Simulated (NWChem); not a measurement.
System: SiNH₂Cl₂F; SMILES N[Si](F)(Cl)Cl

Output (shortened):

```
             Northwest Computational Chemistry Package (NWChem) 7.3.0
             --------------------------------------------------------

 C1  symmetry detected

                             Geometry "geometry" -> ""
                             -------------------------

 Output coordinates in angstroms (scale by  1.889725989 to convert to a.u.)

  No.       Tag          Charge          X              Y              Z
 ---- ---------------- ---------- -------------- -------------- --------------
    1 N                    7.0000     1.49636199    -0.19022982     1.19136620
    2 Si                  14.0000     0.28928243    -0.00610399    -0.00061875
    3 F                    9.0000     1.11543569     0.08833624    -1.37575309
    4 Cl                  17.0000    -0.85488641    -1.63584190    -0.03041967
    5 Cl                  17.0000    -0.80097835     1.67890941     0.07404821
    6 H                    1.0000     2.30725909     0.40593177     1.19203590
    7 H                    1.0000     1.27903271    -0.51604101     2.11715587

 Effective nuclear repulsion energy (a.u.)     380.0439179646

                                Z-matrix (autoz)
                                --------

 Units are Angstrom for bonds and degrees for angles

[...]

      ----------------------
      Optimization converged
      ----------------------

  Step       Energy      Delta E   Gmax     Grms     Xrms     Xmax
  ---- ---------------- -------- -------- -------- -------- --------
@   29   -1364.70725772 -2.5D-07  0.00004  0.00002  0.00078  0.00156
                                     ok       ok       ok       ok

                                Z-matrix (autoz)
                                --------

 Units are Angstrom for bonds and degrees for angles

[...]

 Rotational Constants
 --------------------
 A=   0.096219 cm-1  (  0.138435 K)
 B=   0.061018 cm-1  (  0.087789 K)
 C=   0.054453 cm-1  (  0.078344 K)

 Temperature                      =   298.15K
 frequency scaling parameter      =   1.0000

 Zero-Point correction to Energy  =   19.858 kcal/mol  (  0.031646 au)
 Thermal correction to Energy     =   24.293 kcal/mol  (  0.038714 au)
 Thermal correction to Enthalpy   =   24.885 kcal/mol  (  0.039657 au)

 Total Entropy                    =   84.033 cal/mol-K
   - Translational                =   40.548 cal/mol-K (mol. weight = 132.9317)
   - Rotational                   =   28.001 cal/mol-K (symmetry #  =        1)
   - Vibrational                  =   15.484 cal/mol-K

 Cv (constant volume heat capacity) =   22.497 cal/mol-K
   - Translational                  =    2.979 cal/mol-K
   - Rotational                     =    2.979 cal/mol-K
   - Vibrational                    =   16.538 cal/mol-K

[normal modes left out]

 ----------------------------------------------------------------------------
 Normal Eigenvalue ||           Projected Infra Red Intensities
  Mode   [cm**-1]  || [atomic units] [(debye/angs)**2] [(KM/mol)] [arbitrary]
 ------ ---------- || -------------- ----------------- ---------- -----------
    1       -0.000 ||    0.000081           0.002         0.079       0.016
    2       -0.000 ||    0.000519           0.012         0.506       0.105
    3       -0.000 ||    0.000208           0.005         0.203       0.042
    4       -0.000 ||    0.000545           0.013         0.531       0.110
    5        0.000 ||    0.000249           0.006         0.242       0.050
    6        0.000 ||    0.001376           0.032         1.341       0.278
    7      120.299 ||    0.006181           0.143         6.026       1.248
    8      150.074 ||    0.006621           0.153         6.454       1.337
    9      234.385 ||    0.179042           4.131       174.539      36.158
   10      262.689 ||    0.003555           0.082         3.466       0.718
   11      263.140 ||    0.001771           0.041         1.726       0.358
   12      284.497 ||    0.012478           0.288        12.165       2.520
   13      293.970 ||    0.025342           0.585        24.704       5.118
   14      496.136 ||    0.046030           1.062        44.872       9.296
   15      595.034 ||    0.125288           2.890       122.137      25.302
   16      801.696 ||    0.161102           3.717       157.050      32.535
   17      842.390 ||    0.142511           3.288       138.927      28.780
   18      948.373 ||    0.146284           3.375       142.605      29.542
   19     1467.279 ||    0.068916           1.590        67.183      13.918
   20     3515.659 ||    0.055668           1.284        54.268      11.242
   21     3621.841 ||    0.056090           1.294        54.679      11.327
 ----------------------------------------------------------------------------
```

Level: PBE-D3(BJ)/def2-SVP. 

Write an input that gives this output.

Several could match; the one computed here: the input that was run:
```
start job
memory heap 200 mb stack 900 mb global 1100 mb
geometry units angstroms
  N      1.887232    -0.431755     0.372612
  Si     0.212820    -0.156425     0.192864
  F     -0.438275    -0.890707     1.465400
  Cl    -0.144654     1.799400     0.306956
  Cl    -0.671166    -0.992183    -1.405132
  H      2.232232    -1.352410     0.587862
  H      2.568365     0.106804    -0.133830
end
basis spherical
  * library def2-svp
end
dft
  xc xpbe96 cpbe96
  disp vdw 4
  iterations 150
end
driver
  maxiter 120
end
task dft optimize
task dft freq
```
